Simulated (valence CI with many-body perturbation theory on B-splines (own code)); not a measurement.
# Level structure of Hg75+

Method: relativistic CI+MBPT: three valence electrons over a frozen Dirac-Fock core [He], a basis of 11 s, 11 p, 10 d, 8 f, 5 g, 2 h functions for each j, with the one-electron correlation potential Σ1 (screened to all orders), the two-electron term Σ2, the three-electron term Σ3, Breit, model QED; selected single and double excitations, second order for the rest, scaled by the run's own slope (own B-spline code, finite nucleus).

The last digits are not significant, and no measured levels were compared; by estimate large intervals hold to a few tenths of a per cent, small ones and those within an open d or f shell to about a per cent.

Levels 1 to 45 of 165, with energies above the lowest level, (2s^2 2p1/2) J=1/2. "Leading %" is the weight of the configuration and term that name the level; weights of strongly mixed levels are sums over their largest components and can fall short, so below about 35 % the name and the second component can differ from the true leading terms, or belong to a minority configuration. In the jj column 3d3/2^4 stands for four electrons in 3d with j = 3/2. Lifetimes count E1, E2, E3, M1 and M2 decay at the calculated energies, and are blank where another channel may lead or the interval is too uncertain; long ones can be off by a factor of two.

| No. | Configuration | Term | J | E (× 10³ cm⁻¹) | Leading % | Lifetime | Leading jj |
| --- | --- | --- | --- | --- | --- | --- | --- |
| 1 | 2s2 2p | 2P° | 1/2 | 0.00 | 100 |  | 2s^2 2p1/2 (100 %) |
| 2 | 2s 2p2 | 4P | 1/2 | 2514.8 | 48 | 31.6 ps | 2s 2p1/2^2 (100 %) |
| 3 | 2s2 2p | 2P° | 3/2 | 16910 | 99 | 7.33 ps | 2s^2 2p3/2 (99 %) |
| 4 | 2s 2p2 | 4P | 3/2 | 18691 | 89 | 3.49 ps | 2s 2p1/2 2p3/2 (100 %) |
| 5 | 2s 2p2 | 2D | 5/2 | 19031 | 64 | 91.4 ps | 2s 2p1/2 2p3/2 (100 %) |
| 6 | 2s 2p2 | 2P | 1/2 | 19694 | 68 | 36.0 fs | 2s 2p1/2 2p3/2 (100 %) |
| 7 | 2s 2p2 | 2D | 3/2 | 19708 | 60 | 38.9 fs | 2s 2p1/2 2p3/2 (100 %) |
| 8 | 2p3 | 2P° | 3/2 | 22301 | 49 | 51.5 fs | 2p1/2^2 2p3/2 (99 %) |
| 9 | 2s 2p2 | 4P | 5/2 | 35743 | 64 | 165 fs | 2s 2p3/2^2 (100 %) |
| 10 | 2s 2p2 | 2S | 1/2 | 36727 | 68 | 46.1 fs | 2s 2p3/2^2 (100 %) |
| 11 | 2s 2p2 | 2P | 3/2 | 36731 | 58 | 24.5 fs | 2s 2p3/2^2 (100 %) |
| 12 | 2p3 | 4S° | 3/2 | 38761 | 56 | 25.3 fs | 2p1/2 2p3/2^2 (100 %) |
| 13 | 2p3 | 2D° | 5/2 | 38942 | 100 | 26.4 fs | 2p1/2 2p3/2^2 (100 %) |
| 14 | 2p3 | 2P° | 1/2 | 39469 | 100 | 23.8 fs | 2p1/2 2p3/2^2 (100 %) |
| 15 | 2p3 | 2P° | 3/2 | 56054 | 51 | 16.9 fs | 2p3/2^3 (100 %) |
| 16 | 2s2 3s | 2S | 1/2 | 103120 | 98 | 2.28 fs | 2s^2 3s (98 %) |
| 17 | 2s2 3p | 2P° | 1/2 | 103950 | 97 | 60.1 fs | 2s^2 3p1/2 (97 %) |
| 18 | 2s 2p 3s | 4P° | 1/2 | 104810 | 85 | 2.54 fs | 2s 2p1/2 3s (99 %) |
| 19 | 2s 2p 3s | 4P° | 3/2 | 105060 | 58 | 2.29 fs | 2s 2p1/2 3s (100 %) |
| 20 | 2s 2p 3s | 2P° | 1/2 | 105340 | 95 | 2.86 fs | 2s 2p1/2 3s (99 %) |
| 21 | 2s 2p 3p | 4D | 1/2 | 105500 | 72 | 3.41 fs | 2s 2p1/2 3p1/2 (100 %) |
| 22 | 2s 2p 3p | 4D | 3/2 | 105750 | 39 | 1.38 fs | 2s 2p1/2 3p1/2 (100 %) |
| 23 | 2s 2p 3p | 4P | 1/2 | 106180 | 45 | 2.55 fs | 2s 2p1/2 3p1/2 (99 %) |
| 24 | 2p2 3s | 4P | 1/2 | 107800 | 45 | 2.88 fs | 2p1/2^2 3s (98 %) |
| 25 | 2p2 3p | 2P° | 1/2 | 108450 | 47 | 829 as | 2p1/2^2 3p1/2 (98 %) |
| 26 | 2s2 3p | 2P° | 3/2 | 108940 | 98 | 47.9 fs | 2s^2 3p3/2 (98 %) |
| 27 | 2s2 3d | 2D | 3/2 | 109450 | 98 | 393 as | 2s^2 3d3/2 (98 %) |
| 28 | 2s 2p 3p | 4P | 3/2 | 110610 | 31 | 4.20 fs | 2s 2p1/2 3p3/2 (100 %) |
| 29 | 2s2 3d | 2D | 5/2 | 110720 | 77 | 575 as | 2s^2 3d5/2 (77 %) |
| 30 | 2s 2p 3p | 2D | 3/2 | 110930 | 42 | 1.90 fs | 2s 2p1/2 3p3/2 (100 %) |
| 31 | 2s 2p 3p | 4D | 5/2 | 110930 | 33 | 1.96 fs | 2s 2p1/2 3p3/2 (78 %) |
| 32 | 2s 2p 3p | 2P | 1/2 | 110960 | 45 | 1.19 fs | 2s 2p1/2 3p3/2 (99 %) |
| 33 | 2s 2p 3d | 4F° | 3/2 | 111020 | 69 | 1.53 fs | 2s 2p1/2 3d3/2 (100 %) |
| 34 | 2s 2p 3d | 4F° | 5/2 | 111290 | 39 | 2.45 fs | 2s 2p1/2 3d3/2 (99 %) |
| 35 | 2s 2p 3d | 2P° | 3/2 | 111450 | 30 | 334 as | 2s 2p1/2 3d3/2 (99 %) |
| 36 | 2s 2p 3d | 4D° | 1/2 | 111480 | 52 | 329 as | 2s 2p1/2 3d3/2 (99 %) |
| 37 | 2s 2p 3d | 4P° | 5/2 | 112420 | 32 | 450 as | 2s 2p1/2 3d5/2 (100 %) |
| 38 | 2s 2p 3d | 2F° | 7/2 | 112670 | 41 | 458 as | 2s 2p1/2 3d5/2 (100 %) |
| 39 | 2s 2p 3d | 2F° | 5/2 | 112770 | 45 | 459 as | 2s 2p1/2 3d5/2 (100 %) |
| 40 | 2s 2p 3d | 2P° | 3/2 | 112780 | 38 | 467 as | 2s 2p1/2 3d5/2 (96 %) |
| 41 | 2p2 3p | 2P° | 3/2 | 113580 | 34 | 1.65 fs | 2p1/2^2 3p3/2 (95 %) |
| 42 | 2p2 3d | 2D | 3/2 | 113960 | 43 | 2.41 fs | 2p1/2^2 3d3/2 (98 %) |
| 43 | 2p2 3d | 2D | 5/2 | 115360 | 37 | 464 as | 2p1/2^2 3d5/2 (98 %) |
| 44 | 2s 2p 3s | 4P° | 5/2 | 121780 | 100 | 3.37 fs | 2s 2p3/2 3s (100 %) |
| 45 | 2s 2p 3s | 2P° | 3/2 | 122030 | 75 | 1.99 fs | 2s 2p3/2 3s (100 %) |

The ionisation energy to 2s2 1S_0 of the next ion comes out as 22576 eV (NIST: 22580 ± 100 eV (theoretical)). All 165 levels together are meant to be complete up to 153080 × 10³ cm⁻¹.
